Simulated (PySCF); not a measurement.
SMILES [CH3][Al]([CH3])[SiH2][SiH](C)C (C4H15AlSi2), singlet (GFN2-xTB optimised geometry):

```
22

Si     1.168    -1.228     0.000
C      3.074    -1.228     0.000
C      0.580    -2.238     1.505
Si     0.240     0.922     0.000
Al    -1.572     1.356    -1.562
C     -1.313     0.890    -3.486
C     -3.329     2.159    -1.054
H      0.748    -1.992    -1.198
H      3.468    -0.711     0.870
H      3.482    -2.236     0.004
H      3.459    -0.723    -0.881
H      0.875    -1.766     2.438
H     -0.503    -2.323     1.512
H      0.987    -3.245     1.503
H      1.363     1.880    -0.197
H     -0.152     1.237     1.402
H     -1.964     0.073    -3.821
H     -0.286     0.577    -3.714
H     -1.534     1.735    -4.151
H     -3.482     2.236     0.030
H     -3.457     3.173    -1.455
H     -4.172     1.575    -1.448
```

Level of theory: PySCF with PBE0/def2-SVP.

Task: What are the frontier orbital energies and the dipole moment?

Result: HOMO-2 -8.07 eV, HOMO-1 -7.69 eV, HOMO -7.02 eV, LUMO -1.43 eV, LUMO+1 0.18 eV; dipole moment 0.45 D.

Meta-Löwdin charges at PBE0/def2-SVP: Si1 0.54, C2 -0.53, C3 -0.53, Si4 -0.06, Al5 0.66, C6 -0.60, C7 -0.59, H8 -0.11, H9 0.11, H10 0.11, H11 0.11, H12 0.11, H13 0.11, H14 0.11, H15 -0.06, H16 -0.07, H17 0.11, H18 0.11, H19 0.11, H20 0.11, H21 0.12, H22 0.11.
